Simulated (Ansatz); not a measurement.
Potential energy curve for GeAl (cation, charge +1), lowest triplet found (which spin is the ground state isn't settled by this scan).

Calculation: full CI/aug-cc-pVDZ, cores with 3d frozen (Ansatz, a quantum-chemistry and plane-wave program).

### Question
Relative to R = 2.89 Å, what are the energies at R = 2.59, 3.53, 5.97, 6.95 Å?

### Answer
15.9 kJ/mol at 2.59 Å, 15.4 kJ/mol at 3.53 Å, 70.6 kJ/mol at 5.97 Å, 75.0 kJ/mol at 6.95 Å.

The scan ran from 1.72 to 8.17 Å; beyond the distances shown full CI changes its symmetry label.
